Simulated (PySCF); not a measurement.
Task: What does the PBE0-D3(BJ)/def2-SVP structure of `[SiH3]C1CC1` look like in three dimensions?

Result: 
```xyz
12
C3H8Si angstrom
Si     1.7454   -0.2163   -0.3858
C      0.1199   -0.2018    0.5296
C     -1.1518   -0.6437   -0.1542
C     -0.9544    0.7985    0.1748
H      2.7037    0.7795    0.1880
H      2.3902   -1.5649   -0.3326
H      1.4893    0.1348   -1.8189
H      0.1876   -0.4517    1.5949
H     -1.8729   -1.2180    0.4335
H     -1.0989   -0.9432   -1.2055
H     -1.5355    1.2306    0.9944
H     -0.7682    1.4954   -0.6482
```

Any rigid rotation of these coordinates is as good. Atoms count from 1 in this order. Si1 (SiH3 silicon) is tetrahedral (angles from 108.1° to 111.4°). The 3-membered ring C2–C3–C4 has internal angles of 59.2° to 60.4°.

Bonds between heavy atoms (Å): Si1–C2 1.866, C2–C3 1.510, C3–C4 1.492, C2–C4 1.510.

Level of theory: PBE0-D3(BJ)/def2-SVP geometry optimisation, gas phase in PySCF 2.14.0.

Point group: Cs (every atom within 0.08 Å of its image). Whether it is a minimum is left open (no frequencies).

On one thread of an Arm Neoverse V1, shared host with 32 logical CPUs at a one-minute load of 32, this took 14 s and 0.41 GiB of memory at its peak. This is the geometry optimisation.
